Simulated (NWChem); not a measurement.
C$_{2}$H$_{3}$BF$_{2}$O; SMILES C=COB(F)F

```xyz
9

C      0.4936    -2.1313    -0.0101
C     -0.6734    -1.4920     0.0066
O     -0.8969    -0.1308     0.0021
B      0.0083     0.8756     0.0009
F     -0.4479     2.1181    -0.0061
F      1.3255     0.6894     0.0070
H      1.4519    -1.6291    -0.0284
H      0.4863    -3.2156    -0.0047
H     -1.6240    -2.0152     0.0247
```
Atoms are numbered in this order, from 1.

All runs: NWChem. Coordinates come from a B3LYP/6-31G* (spherical d) optimisation.

Question: What does the run give for PBE/def2-TZVP? Quantities: highest occupied level (eV); orbital gap (eV); dipole (D).

Answer: 
| Quantity | Value |
|---|---|
| highest occupied level (eV) | -6.49 |
| orbital gap (eV) | 5.19 |
| dipole (D) | 1.63 |
